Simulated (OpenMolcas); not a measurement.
# Levels of Fe5+ by method

```
Program             : OpenMolcas
Basis               : ANO-RCC-VQZP [7s6p4d3f2g1h]
Scalar Hamiltonian  : DKH2, point nucleus
Active space        : 9 electrons in 8 orbitals (RAS1 3p, at most 2 holes; RAS2 3d)
State averaging     : 2S+1 = 4 even, 10 roots; 2S+1 = 2 even, 40 roots
Spin-orbit coupling : RASSI with atomic mean-field integrals over the reference wave functions, term energies averaged over their components
```

Methods on the same reference wave functions:
A. RASSCF
B. SS-RASPT2, IPEA 0.25 Eh, imaginary shift 0.1 Eh (closed shells correlated: 3s)
C. MS-RASPT2, IPEA 0.25 Eh, imaginary shift 0.1 Eh (closed shells correlated: 3s)

Energies in cm⁻¹ above 3d³ ⁴F_3/2, the measured ground level; measured values from Corliss and Sugar, J. Phys. Chem. Ref. Data 11, 135 (1982).

| Level | A | B | C | Measured |
| --- | --- | --- | --- | --- |
| 3d³ ⁴F_3/2 | 0.0 | 0.0 | 0.0 | 0.0 |
| 3d³ ⁴F_5/2 | 532 | 534 | 533 | 511 |
| 3d³ ⁴F_7/2 | 1249 | 1251 | 1250 | 1188 |
| 3d³ ⁴F_9/2 | 2128 | 2130 | 2130 | 2001 |
| 3d³ ⁴P_1/2 | 21742 | 19480 | 19480 | 18738 |
| 3d³ ⁴P_3/2 | 21912 | 19660 | 19660 | 18942 |
| 3d³ ⁴P_5/2 | 22605 | 20330 | 20330 | 19611 |
| 3d³ ²G_7/2 | 23843 | 20980 | 20980 | 20616 |
| 3d³ ²G_9/2 | 24579 | 21700 | 21700 | 21315 |
| 3d³ ²P_1/2 | 28425 | 27000 | 27000 | 26496 |
| 3d³ ²P_3/2 [66 %] | 28473 | 26900 | 26890 | 26215 |
| 3d³ ²D_3/2(1) [68 %] | 31225 | 29440 | 29430 | 28628 |
| 3d³ ²D_5/2(1) | 31538 | 29610 | 29510 | 28484 |
| 3d³ ²H_9/2 | 33132 | 29000 | 29000 | 28724 |
| 3d³ ²H_11/2 | 33677 | 29530 | 29520 | 29203 |
| 3d³ ²F_7/2 | 52745 | 47280 | 47280 | 46217 |
| 3d³ ²F_5/2 | 53056 | 47590 | 47590 | 46604 |
| 3d³ ²D_5/2(2) | 78321 | 73420 | 73510 | 71708 |
| 3d³ ²D_3/2(2) | 78757 | 73850 | 73870 | 72049 |

Deviations, from unrounded energies. A percentage is the sum of absolute deviations over the sum of measured energies, with the sign that they share, or ± where signs differ.

```tsv
Against measurement	Levels	A	B	C
mean absolute deviation (cm-1)	18	3400	690	690
fine structure of the ground term (%)	3	+5.6	+5.7	+5.6
other terms of the ground configuration (%)	15	+12.0	+2.4	+2.4
```

B, C lie about equally close to measurement and A furthest from it. The largest miss of C in the table is 3d³ ²D_3/2(2), by +1800 cm-1. The ranking rests on the paired levels alone, and a cruder setting can come out closer through cancelling errors.

Between B and C the level of the table that moves most is 3d³ ²D_5/2(1), by 94 cm-1 (lowest in C, highest in B). Moves below CASPT2's spread within the term are not significant.

The two smallest mean deviations differ by little beside CASPT2's spread within terms, so their order carries little weight.

From A to B the spin-free energies of the other terms of 3d³ shown, above ⁴F, scale by factors of 0.87 to 0.95, as is usual when dynamic correlation screens the repulsion within a d or f shell.

The lowest spin-free term lies below A's lowest term by 0.286 hartree in B, 0.286 hartree in C.

CASPT2 breaks the degeneracy within a term, and the mean is taken; among the terms shown or strongly mixed into the levels shown the widest spread is 1400 cm-1 (3d³ ⁴F, C). Active for correlation alone: 3p; no level in the range computed is led by a configuration that opens it, so any true level of that kind is missing. Without dynamic correlation excited terms often stand tens of per cent too high (terms of higher spin than the ground term too low), and those without a measured partner can miss by more than the paired ones (holds for A). The CASPT2 spread within a term exceeds the gap to the next term for 3d³ ²D(1) and 3d³ ²H, so the order of their levels is uncertain (holds for B; C). Measured partners are found by configuration, term and J. A level has none where our copy of the source lacks it or the pairing is in doubt (some pairs that miss far off the trend of their configuration count as doubtful), and it then counts in no deviation. Levels of configurations outside the active space are missing.

A share in square brackets marks a mixed level and gives the weight of the term that names it, the lowest over the columns. A number in round brackets counts repeated terms of one configuration in the order of the reference energies.
